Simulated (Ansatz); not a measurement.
Reaction (atomization): `NC1O[SiH2][Se]1` → C• + 5 H• + N• + O• + Se• + Si•

Computed with Ansatz on PBE0-D4/def2-TZVP structures; ΔE is electronic, products minus reactants. CCSD(T)/CBS adds triple-zeta CCSD(T) − MP2 to the extrapolated MP2 energy (def2 sets, frozen cores). This one scheme is used for every species, atoms too. Functionals use def2-TZVPP. Open shells (•) are unrestricted, without spin–orbit coupling. Spin–orbit coupling would lower the free atoms: a little for C, O, Si; clearly for Se. Bonds to Se are less sure, by a few kJ/mol each and by 10 to 20 or more in all where they break to atoms, as the def2 sets lack core-valence functions. Scalar relativity is left out up to krypton. Each species was taken in one conformer, which may not be the lowest.

`NC1O[SiH2][Se]1`:

Cartesian coordinates in Å:
```
N -1.781 0.112 -0.504
C -0.692 0.215 0.369
O 0.491 0.817 -0.179
Si 1.664 -0.317 0.141
Se -0.016 -1.605 0.927
H -2.183 1.017 -0.716
H -1.542 -0.375 -1.358
H -0.986 0.766 1.263
H 2.380 -0.777 -1.076
H 2.665 0.147 1.133
```

```
             level  ΔE (kcal/mol)  difference from CCSD(T)/CBS
            PBE-D4          867.5                         19.3
         r2SCAN-D4          846.9                         -1.3
           PBE0-D4          846.0                         -2.2
           ωB97X-V          851.3                          3.1
           ωB97M-V          847.6                         -0.6
            B2PLYP          833.6                        -14.6
               PBE          861.3                         13.1
              PBE0          840.8                         -7.4
    MP2/def2-TZVPP          837.4                        -10.8
   CCSD/def2-TZVPP          801.9                        -46.3
CCSD(T)/def2-TZVPP          818.9                        -29.3
     HF/def2-QZVPP          568.5                       -279.7
    MP2/def2-QZVPP          854.7                          6.5
SCS-MP2/def2-QZVPP          852.1                          3.9
      HF/CBS(def2)          568.7                       -279.5
     MP2/CBS(def2)          866.7                         18.5
       CCSD(T)/CBS          848.2                            0
```

Largest T1 diagnostic among the species: 0.012.

From PBE to PBE0 (25 % exact exchange), in def2-TZVPP and without D4, ΔE moves by −20.5 kcal/mol: exact exchange takes away binding that semilocal exchange gives to molecules. The D4 term adds +10.2 kcal/mol with B3LYP and +5.3 kcal/mol with PBE0; it sums over pairs of atoms, weighted by their polarisabilities, and B3LYP, whose exchange is more repulsive, gets the larger term. In def2-TZVPP, CCSD(T) changes the Hartree–Fock value by +251.9 kcal/mol (the triples alone add +17.0 kcal/mol) and MP2 by +270.4 kcal/mol; breaking electron pairs costs correlation energy, which Hartree–Fock lacks.

B3LYP here is the variant with VWN-RPA as its local correlation; programs differ in this.

For atomizations the MP2-based limit and the directly extrapolated one differ by several kJ/mol either way, and by 10 to 25 for some Ge, Se and Sn compounds, so smaller differences from it don't rank the levels.
